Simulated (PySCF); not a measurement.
# Solvent effects on NMR parameters

Numbering as in the mapped SMILES `[CH3:1][CH:2]([CH3:3])[O:4][C:5]1=[CH:6][O:7][AlH2-:8][O+:9]=[CH:10]1`; H(Xn) means a hydrogen on atom n.

GIAO PBE0/pcSseg-1 in PySCF 2.14.0 with density-fitted response routines on one PBE0-D3(BJ)/def2-SVP conformer, non-relativistic, equivalent nuclei averaged. Solvents enter as an IEF-PCM continuum (chloroform with ε = 4.7, dichloromethane with ε = 8.9) around the gas-phase geometry. Shifts are referred to TMS, AlH4- computed in the same medium.

Gas phase, δ in ppm: C6/C10 189.0, C5 142.6, C2 80.2, C1/C3 22.4, Al8 47.8, H(C6)/H(C10) 8.23, H(Al8) 4.38, H(C2) 3.14, H(C1)/H(C3) 1.20. Dipole moment 4.73 D.

Q: How does each δ change in the continuum?

A: 
```csv
atoms,environment,"Δδ, chloroform","Δδ, dichloromethane"
C6/C10,alkene carbon bearing oxygen,+2.3,+2.7
C5,alkene carbon bearing oxygen,+1.1,+1.3
C2,sp3 CH bonded to O,+0.8,+0.9
C1/C3,methyl carbon,+0.3,+0.3
Al8,"aluminium bonded to 2 O, 2 H, in a 6-membered ring",-14.0,-15.9
H(C6)/H(C10),hydrogen on an alkene carbon bearing oxygen,+0.15,+0.18
H(Al8),"hydrogen on an aluminium bonded to 2 O, in a 6-membered ring",-0.30,-0.35
H(C2),hydrogen on an sp3 CH bonded to O,+0.18,+0.23
H(C1)/H(C3),hydrogen on a methyl carbon,+0.02,+0.03
```

Changes are relative to the gas phase. The dipole moment becomes 5.44 D in chloroform, 5.56 D in dichloromethane.

Q: Which of the listed nuclei move most (in ppm), and what does the model miss? (N and O are left out, as their reference compounds move with the solvent too.)

A: Al8 (aluminium bonded to 2 O, 2 H, in a 6-membered ring, -15.9 ppm) in dichloromethane. A continuum only polarises the solute; specific hydrogen bonds, the anisotropy of aromatic solvents and changes of geometry or conformer are outside it.
